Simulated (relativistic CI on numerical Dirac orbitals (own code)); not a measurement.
## Inner-shell lines of Bi⁶⁹⁺

Method of calculation: Dirac-Coulomb-Breit CI, separate exchange-only KLI orbitals for each configuration, a model potential for QED, valence Slater integrals scaled by 0.85 (own radial code, finite nucleus).

Configurations in the expansion (outside the closed core 1s2 2s2): 2p6.3s2.3p2, 2p5.3s2.3p2.3d, 2p5.3s2.3p2.4s, 2p5.3s2.3p2.4d, 2p5.3s.3p3.4s, 2p6.3s.3p3. Levels of other configurations are missing.

The table holds the strongest lines. The upper levels have an inner-shell vacancy. Auger decay, open to those above the ionisation limit, is not computed, and radiative decays to configurations outside the model are missing too. Absolute energies can be off by a few tenths of a per cent, and at this charge the scaling can make term splittings too narrow, so close lines can change order. LS names give the leading component, which can be well under half, for lower levels too. Brackets number the levels in order of energy.

| E (eV) | Upper | Lower | A (s⁻¹) | gA (s⁻¹) |
| --- | --- | --- | --- | --- |
| 11523.7 | 2p5.3s2.3p2.3d 3D°_3 [67] | 2p6.3s2.3p2 1D_2 [3] | 8.84e+14 | 6.19e+15 |
| 11525.2 | 2p5.3s2.3p2.3d 3D°_3 [104] | 2p6.3s2.3p2 3P_2 [6] | 1.45e+15 | 1.01e+16 |
| 11528.8 | 2p5.3s2.3p2.3d 3P°_2 [66] | 2p6.3s2.3p2 3P_1 [2] | 1.70e+15 | 8.50e+15 |
| 11537.5 | 2p5.3s2.3p2.3d 3D°_1 [23] | 2p6.3s2.3p2 3P_0 [1] | 4.28e+15 | 1.28e+16 |
| 11543.3 | 2p5.3s2.3p2.3d 1F°_3 [72] | 2p6.3s2.3p2 1D_2 [3] | 2.87e+15 | 2.01e+16 |
| 11545.3 | 2p5.3s2.3p2.3d 3D°_3 [110] | 2p6.3s2.3p2 3P_2 [6] | 1.77e+15 | 1.24e+16 |
| 11545.8 | 2p5.3s2.3p2.3d 3P°_2 [70] | 2p6.3s2.3p2 3P_1 [2] | 1.87e+15 | 9.36e+15 |
| 11546.8 | 2p5.3s2.3p2.3d 1D°_2 [74] | 2p6.3s2.3p2 1D_2 [3] | 3.82e+15 | 1.91e+16 |
| 11548.1 | 2p5.3s2.3p2.3d 3D°_1 [71] | 2p6.3s2.3p2 3P_1 [2] | 3.66e+15 | 1.10e+16 |
| 11549.0 | 2p5.3s2.3p2.3d 1P°_1 [115] | 2p6.3s2.3p2 1S_0 [7] | 4.06e+15 | 1.22e+16 |
| 11549.3 | 2p5.3s2.3p2.3d 1P°_1 [75] | 2p6.3s2.3p2 1D_2 [3] | 3.81e+15 | 1.14e+16 |
| 11554.7 | 2p5.3s2.3p2.3d 3P°_2 [112] | 2p6.3s2.3p2 3P_2 [6] | 3.80e+15 | 1.90e+16 |
| 11558.4 | 2p5.3s2.3p2.3d 3P°_1 [113] | 2p6.3s2.3p2 3P_2 [6] | 3.84e+15 | 1.15e+16 |
| 11574.8 | 2p5.3s2.3p2.3d 3D°_3 [116] | 2p6.3s2.3p2 3P_2 [6] | 8.95e+14 | 6.26e+15 |
| 13717.1 | 2p5.3s2.3p2.3d 3D°_2 [127] | 2p6.3s2.3p2 1D_2 [3] | 9.33e+14 | 4.66e+15 |
| 13721.1 | 2p5.3s2.3p2.3d 3D°_1 [126] | 2p6.3s2.3p2 3P_1 [2] | 2.19e+15 | 6.57e+15 |
| 13721.5 | 2p5.3s2.3p2.3d 3G°_3 [129] | 2p6.3s2.3p2 1D_2 [3] | 1.96e+15 | 1.37e+16 |
| 13726.5 | 2p5.3s2.3p2.3d 3D°_2 [127] | 2p6.3s2.3p2 3P_1 [2] | 1.30e+15 | 6.51e+15 |
| 13728.7 | 2p5.3s2.3p2.3d 3D°_1 [119] | 2p6.3s2.3p2 3P_0 [1] | 2.71e+15 | 8.14e+15 |
| 13737.9 | 2p5.3s2.3p2.3d 3F°_2 [166] | 2p6.3s2.3p2 3P_2 [6] | 1.95e+15 | 9.73e+15 |
| 13739.1 | 2p5.3s2.3p2.3d 3P°_1 [167] | 2p6.3s2.3p2 3P_2 [6] | 2.53e+15 | 7.58e+15 |
| 13739.4 | 2p5.3s2.3p2.3d 3P°_2 [130] | 2p6.3s2.3p2 1D_2 [3] | 1.25e+15 | 6.26e+15 |
| 13743.1 | 2p5.3s2.3p2.3d 3P°_1 [131] | 2p6.3s2.3p2 1D_2 [3] | 2.58e+15 | 7.75e+15 |
| 13743.6 | 2p5.3s2.3p2.3d 3D°_1 [171] | 2p6.3s2.3p2 1S_0 [7] | 2.52e+15 | 7.57e+15 |
| 13743.8 | 2p5.3s2.3p2.3d 3D°_3 [169] | 2p6.3s2.3p2 3P_2 [6] | 2.69e+15 | 1.88e+16 |
| 13748.7 | 2p5.3s2.3p2.3d 3P°_2 [130] | 2p6.3s2.3p2 3P_1 [2] | 1.31e+15 | 6.56e+15 |
| 13759.6 | 2p5.3s2.3p2.3d 3F°_3 [133] | 2p6.3s2.3p2 1D_2 [3] | 7.11e+14 | 4.98e+15 |
| 14989.1 | 2p5.3s2.3p2.4d 3D°_1 [168] | 2p6.3s2.3p2 3P_0 [1] | 1.53e+15 | 4.60e+15 |
| 14995.2 | 2p5.3s2.3p2.4d 3D°_2 [246] | 2p6.3s2.3p2 3P_1 [2] | 8.73e+14 | 4.36e+15 |
| 15001.7 | 2p5.3s2.3p2.4d 1F°_3 [262] | 2p6.3s2.3p2 1D_2 [3] | 7.94e+14 | 5.55e+15 |
| 15003.1 | 2p5.3s2.3p2.4d 3D°_3 [343] | 2p6.3s2.3p2 3P_2 [6] | 8.68e+14 | 6.08e+15 |
| 15006.9 | 2p5.3s2.3p2.4d 3P°_2 [344] | 2p6.3s2.3p2 3P_2 [6] | 1.24e+15 | 6.22e+15 |
| 15008.8 | 2p5.3s2.3p2.4d 3S°_1 [345] | 2p6.3s2.3p2 3P_2 [6] | 1.49e+15 | 4.46e+15 |
| 17300.1 | 2p5.3s2.3p2.4d 3P°_2 [453] | 2p6.3s2.3p2 3P_2 [6] | 9.61e+14 | 4.81e+15 |
| 17300.9 | 2p5.3s2.3p2.4d 3D°_3 [455] | 2p6.3s2.3p2 3P_2 [6] | 9.88e+14 | 6.92e+15 |
